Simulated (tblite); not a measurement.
A tight-binding relaxation on `B[C@@H](C)[Ge]([CH3])([CH3])[CH3]`.

Computed with GFN2-xTB geometry optimisation, gas phase (tblite 0.8.0). Start geometry: from a force field or distance geometry. A driver script takes a list of jobs; this job's settings line and coordinates (Å) are shown.

Command:
```bash
OMP_NUM_THREADS=1 python probes_run.py task.json out
```

Input:
```
{"job": {"kind": "relax", "xc": "GFN2-xTB", "basis": "xTB"}, "charge": 0, "multiplicity": 1}
B     -1.552500    -1.727600    -0.207000
C     -1.181800    -0.255500    -0.697300
C     -2.205400     0.671400    -0.129800
Ge     0.601800     0.125600    -0.037200
C      0.622000     1.662300     1.163700
C      1.295900    -1.420400     0.948200
C      1.776100     0.496500    -1.541900
H     -1.525900    -1.971700     0.957600
H     -1.352200    -2.641500    -0.939500
H     -1.172600    -0.200300    -1.788900
H     -2.923600     0.902300    -0.951100
H     -2.817600     0.201800     0.679600
H     -1.813300     1.629500     0.254600
H     -0.043400     1.536800     2.027800
H      0.322100     2.594500     0.617700
H      1.647200     1.752900     1.576700
H      1.559500    -1.157800     2.000800
H      0.515700    -2.211800     0.935100
H      2.229800    -1.787200     0.478800
H      1.951000    -0.403500    -2.166600
H      2.724900     0.883100    -1.090000
H      1.332000     1.340000    -2.092500
```

Output:
```
step      E/eV     max force
  0    -583.57775    2.278
  1    -583.83833    1.153
  2    -583.96278    0.665
  3    -584.01315    0.529
  4    -584.08174    0.428
  5    -584.10537    0.380
  6    -584.12474    0.433
  7    -584.14202    0.374
  8    -584.16002    0.432
  9    -584.17732    0.468
... (204 lines left out)
214    -584.43355    0.032
215    -584.43393    0.027
216    -584.43409    0.024
217    -584.43418    0.020
218    -584.43424    0.018
219    -584.43433    0.020
220    -584.43439    0.020
221    -584.43446    0.014
222    -584.43451    0.012
223    -584.43453    0.009
```

«max force» is the largest atomic force in eV/Å.

Question: From which step on does the largest force stay under 0.1 eV/Å, and how much energy is left to gain from there?

Answer: From step 211 (0.045 eV/Å), 2.2 meV above the end.

Main results: energy lowered by 19.8 kcal/mol over 223 steps; largest atomic force 0.009 eV/Å at the end.

The run took 3.0 s on one thread, Arm Neoverse N1 (aarch64), no GPU, shared host with 64 logical CPUs at a one-minute load of 56.
Labels such as C1 count atoms from 1, the log's own numbers from 0.
